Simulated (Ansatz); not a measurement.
Isolated molecules relaxed with PBE0-D4/def2-TZVP in Ansatz; ΔE leaves out vibrations. CCSD(T)/CBS is the MP2 limit (def2-TZVPP, def2-QZVPP) plus CCSD(T) − MP2 in def2-TZVPP, frozen cores. Functionals use def2-TZVPP. B3LYP here is the variant with VWN-RPA as its local correlation; programs differ in this. Elements past krypton have def2 core potentials. For Hf, Se, Ti outer-core shells are correlated without core-valence functions, which leaves a few kJ/mol of doubt a bond. Scalar relativity is left out up to krypton. One conformer a species, not always the lowest.

`[F][Hf]([SeH])([SeH])[SeH]` + `[OH][Ti]([F])([F])[F]` → `[OH][Ti]([F])([F])[SeH]` + `[F][Hf]([F])([SeH])[SeH]`  (redistribution)

`[F][Hf]([SeH])([SeH])[SeH]`:

```xyz
8

F    -1.152   -1.478   -1.935
Hf   -0.348   -0.446   -0.583
Se    0.851   -1.995    1.077
Se    1.355    1.164   -1.634
Se   -2.150    0.902    0.652
H     0.414   -1.062    2.132
H     2.190    0.923   -0.444
H    -1.160    1.991    0.734
```

`[OH][Ti]([F])([F])[F]`:

Cartesian coordinates in Å:
```
O 1.008 0.887 -0.044
Ti -0.229 -0.361 0.071
F 0.467 -1.789 0.805
F -1.569 0.219 1.036
F -0.841 -0.740 -1.524
H 1.164 1.783 -0.344
```

`[OH][Ti]([F])([F])[SeH]`:

Z-matrix (Å, degrees):
```
Ti
F 1 1.753
F 1 1.751 2 109.0
O 1 1.758 2 111.7 3 125.1
Se 1 2.422 2 110.4 3 -120.0
H 4 0.958 1 141.5 2 -142.5
H 5 1.473 1 89.5 2 62.4
```

`[F][Hf]([F])([SeH])[SeH]`:

Z-matrix (Å, degrees):
```
Hf
F 1 1.891
Se 1 2.563 2 112.0
F 1 1.889 2 110.6 3 -121.2
Se 1 2.571 2 108.6 3 116.9
H 3 1.475 1 87.0 2 39.1
H 5 1.475 1 89.1 2 44.7
```

Q: Is it downhill or uphill in electronic energy at CCSD(T)/CBS, and by how much? (Estimate.)

A: Computed: Downhill: ΔE = -0.14 eV.

Q: What do these levels give: ωB97M-V, PBE, PBE0, B3LYP, SCS-MP2/def2-TZVPP, MP2/CBS(def2)? (An estimate is asked.)

A: Ansatz gave: ωB97M-V -0.13, PBE -0.18, PBE0 -0.14, B3LYP -0.22, SCS-MP2/def2-TZVPP -0.11, MP2/CBS(def2) -0.13 eV.

Largest T1 diagnostic among the species: 0.023, so the coupled-cluster value is less sure than usual.

From PBE to PBE0 (25 % exact exchange), in def2-TZVPP and without D4, ΔE moves by +0.04 eV.
